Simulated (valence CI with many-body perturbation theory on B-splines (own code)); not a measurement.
Pb32+: calculated level list

Calculated by relativistic CI+MBPT: four valence electrons over a frozen Dirac-Fock core [Kr] 4d10, radial functions for each j: 8 s, 8 p, 9 d, 9 f, 6 g, 3 h, 2 i, with the one-electron correlation potential Σ1, the two-electron term Σ2, the three-electron term Σ3, Breit, model QED; selected CI, second order for the rest (own B-spline code, finite nucleus).

The last digits are not significant, and no measured levels were compared; by estimate large intervals hold to a few tenths of a per cent, small ones and those within an open d or f shell to about a per cent. Core correlation moves these levels by up to 5200 cm⁻¹, and in measured spectra 5 to 20 % of such shifts remained as error; rates that hang on mixing are uncertain with them. Only levels of the ground parity were solved; by the run's estimate the other parity begins above the list, which can be wrong where configurations are misplaced.

Levels 1 to 45 of 65, with energies above the lowest level, (4f5/2^4) J=4. "Leading %" is the weight of the configuration and term that name the level; weights of strongly mixed levels are sums over their largest components and can fall short. In the jj column 3d3/2^4 stands for four electrons in 3d with j = 3/2. Lifetimes count E1, E2, E3, M1 and M2 decay at the calculated energies, and are blank where another channel may lead or the interval is too uncertain; long ones can be off by a factor of two.

```
No.  Configuration  Term   J  E (cm⁻¹)  Leading %      g              Leading jj  Lifetime
  1            4f⁴    ⁵I   4       0.0         65  0.685          4f5/2^4 (77 %)          
  2            4f⁴    ⁵I   5     35045         84  0.919    4f5/2^3 4f7/2 (87 %)    483 μs
  3            4f⁴    ³F   2     40224         30  0.892          4f5/2^4 (92 %)    32.3 s
  4            4f⁴    ⁵I   6     57670         69  1.023    4f5/2^3 4f7/2 (59 %)   1.70 ms
  5            4f⁴    ³G   4     64180         26  0.994    4f5/2^3 4f7/2 (73 %)    357 μs
  6            4f⁴    ⁵F   1     66289         71  0.172    4f5/2^3 4f7/2 (94 %)   1.83 ms
  7            4f⁴    ⁵I   7     69971         38  1.055    4f5/2^3 4f7/2 (70 %)   15.7 ms
  8            4f⁴    ⁵F   3     76091         46  1.061    4f5/2^3 4f7/2 (92 %)   1.06 ms
  9            4f⁴    ³K   8     78223         32  1.067    4f5/2^3 4f7/2 (80 %)    104 ms
 10            4f⁴    ⁵G   2     78956         48  0.690    4f5/2^3 4f7/2 (91 %)   1.23 ms
 11            4f⁴    ⁵G   3     82732         50  0.988    4f5/2^3 4f7/2 (96 %)    445 μs
 12            4f⁴    ⁵S   2     85064         40  1.512    4f5/2^3 4f7/2 (79 %)   2.07 ms
 13            4f⁴    ³G   5     97482         31  1.144    4f5/2^3 4f7/2 (70 %)    757 μs
 14            4f⁴    ³K   6     98657         64  0.926  4f5/2^2 4f7/2^2 (70 %)    196 μs
 15            4f⁴    ³L   7    106900         47  1.018  4f5/2^2 4f7/2^2 (58 %)    320 μs
 16            4f⁴    ⁵D   0    107070         48                 4f5/2^4 (84 %)    291 ms
 17            4f⁴    ⁵F   4    108000         57  1.223  4f5/2^2 4f7/2^2 (60 %)    503 μs
 18            4f⁴    ⁵I   8    114940         42  1.065  4f5/2^2 4f7/2^2 (62 %)    472 μs
 19            4f⁴    ⁵G   4    123620         54  1.016  4f5/2^2 4f7/2^2 (84 %)    160 μs
 20            4f⁴    ⁵F   2    126630         38  1.121  4f5/2^2 4f7/2^2 (87 %)    208 μs
 21            4f⁴    ³G   3    128190         49  0.913  4f5/2^2 4f7/2^2 (93 %)    224 μs
 22            4f⁴    ⁵F   5    131250         34  1.236  4f5/2^2 4f7/2^2 (57 %)    493 μs
 23            4f⁴    ³F   2    133840         32  1.147  4f5/2^2 4f7/2^2 (78 %)    273 μs
 24            4f⁴    ⁵D   1    133900         48  1.236  4f5/2^2 4f7/2^2 (53 %)    358 μs
 25            4f⁴    ³I   5    134230         43  1.008  4f5/2^2 4f7/2^2 (65 %)    281 μs
 26            4f⁴    ³F   4    135360         33  1.154    4f5/2^3 4f7/2 (60 %)    542 μs
 27            4f⁴    ³P   1    136120         54  1.287    4f5/2^3 4f7/2 (50 %)    525 μs
 28            4f⁴    ³D   3    141530         32  1.252  4f5/2^2 4f7/2^2 (75 %)    632 μs
 29            4f⁴    ³L   8    141890         66  1.007  4f5/2^2 4f7/2^2 (94 %)    698 μs
 30            4f⁴    ⁵G   6    141910         46  1.197  4f5/2^2 4f7/2^2 (46 %)    893 μs
 31            4f⁴    ³M   9    142110         66  1.041  4f5/2^2 4f7/2^2 (99 %)    452 μs
 32            4f⁴    ³H   5    145430         47  1.101  4f5/2^2 4f7/2^2 (67 %)    372 μs
 33            4f⁴    ³P   0    146000         92         4f5/2^2 4f7/2^2 (96 %)    937 μs
 34            4f⁴    ³F   4    148300         48  1.137  4f5/2^2 4f7/2^2 (64 %)    370 μs
 35            4f⁴    ³F   2    150300         41  0.748  4f5/2^2 4f7/2^2 (92 %)    149 μs
 36            4f⁴    ³I   6    152030         56  1.055  4f5/2^2 4f7/2^2 (84 %)    622 μs
 37            4f⁴    ⁵D   2    156160         65  1.375  4f5/2^2 4f7/2^2 (56 %)    741 μs
 38            4f⁴    ³I   7    158820         32  1.034    4f5/2 4f7/2^3 (49 %)    166 μs
 39            4f⁴    ³K   7    161240         47  1.044  4f5/2^2 4f7/2^2 (57 %)    249 μs
 40            4f⁴    ³M   8    166390         31  1.063    4f5/2 4f7/2^3 (61 %)    170 μs
 41            4f⁴    ³H   6    166440         53  1.104  4f5/2^2 4f7/2^2 (58 %)    347 μs
 42            4f⁴    ⁵D   3    168570         30  1.227  4f5/2^2 4f7/2^2 (60 %)    684 μs
 43            4f⁴    ³M  10    168570         72  1.068  4f5/2^2 4f7/2^2 (81 %)   4.63 ms
 44            4f⁴    ³G   4    171400         41  1.075  4f5/2^2 4f7/2^2 (56 %)    213 μs
 45            4f⁴    ³K   6    177790         44  1.031  4f5/2^2 4f7/2^2 (42 %)    430 μs
```

Where two levels of one J and parity lie close, their mixing, g and order are uncertain.

The ionisation energy to 4f³ ⁴I°9/2 of the next ion comes out as 1221.5 eV (NIST: 1240 ± 60 eV (theoretical)). All 65 levels together are meant to be complete up to 215940 cm⁻¹.
